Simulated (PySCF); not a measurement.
# Frontier levels across methods

Species: C₃H₆SSi.
Z-matrix (Å and degrees, PBE0-D3(BJ)/def2-SVP geometry), rows numbered from 1:
```
C 
C   1  1.3337
C   2  1.5199  1  128.29
Si  3  1.8919  2   93.48  1  -174.13
S   2  1.7988  1  125.11  3  -179.07
H   1  1.0923  2  121.93  3   179.17
H   1  1.0932  2  119.91  3    -0.87
H   3  1.1009  2  112.90  1   -53.45
H   3  1.1021  2  111.87  1    68.79
H   4  1.4925  3  116.47  2   110.01
H   4  1.4919  3  117.43  2  -118.38
```

Basis pcSseg-2 throughout (PySCF), one geometry. Isolated species at its PBE0-D3(BJ)/def2-SVP geometry, gas phase.

**Question.** How do the orbital energies, the gap and the dipole change with the method?

**Answer.** 
| method | kind | HOMO (eV) | LUMO (eV) | gap (eV) | μ (D) | SCF cycles |
| --- | --- | --- | --- | --- | --- | --- |
| BLYP | GGA | -5.23 | -1.14 | 4.09 | 1.77 | 16 |
| B97-D | GGA | -5.34 | -1.15 | 4.20 | 1.82 | 16 |
| PBE | GGA | -5.41 | -1.28 | 4.13 | 1.79 | 16 |
| OPBE | GGA | -5.41 | -1.15 | 4.26 | 1.82 | 16 |
| KT2 | GGA | -5.42 | -1.36 | 4.06 | 1.80 | 15 |
| KT3 | GGA | -5.43 | -1.30 | 4.13 | 1.78 | 15 |
| BP86 | GGA | -5.49 | -1.31 | 4.19 | 1.81 | 16 |
| LDA | LDA | -5.54 | -1.50 | 4.04 | 1.84 | 15 |
| B97-2 | global hybrid | -6.21 | -0.44 | 5.78 | 1.91 | 14 |
| B3LYP | global hybrid | -6.23 | -0.65 | 5.58 | 1.88 | 14 |
| PBE0 | global hybrid | -6.45 | -0.45 | 6.00 | 1.91 | 14 |
| mPW1PW91 | global hybrid | -6.46 | -0.46 | 6.01 | 1.91 | 14 |
| BHandHLYP | global hybrid | -7.34 | 0.38 | 7.71 | 2.00 | 12 |
| CAM-B3LYP | range-separated hybrid | -7.67 | 0.50 | 8.17 | 1.97 | 12 |
| wB97X-D | range-separated hybrid | -8.22 | 1.27 | 9.49 | 1.99 | 13 |
| HF | Hartree–Fock | -8.71 | 2.32 | 11.04 | 2.18 | 11 |
| LC-wPBE | range-separated hybrid | -9.00 | 1.61 | 10.62 | 2.04 | 15 |

The HOMO spans 3.77 eV, from BLYP down to LC-wPBE, and the gap runs from 4.04 eV (LDA) to 11.04 eV (HF). Over the methods BLYP (0 %), B97-D (0 %), PBE (0 %), OPBE (0 %), KT2 (0 %), KT3 (0 %), BP86 (0 %), LDA (0 %), B97-2 (21 %), B3LYP (20 %), PBE0 (25 %), mPW1PW91 (25 %), BHandHLYP (50 %), HF (100 %), a straight line through the gap against the share of exact exchange rises by 0.70 eV for each 10 % (correlation coefficient 0.999). The dipole ranges from 1.77 D (BLYP) to 2.18 D (HF). This basis has no diffuse functions.
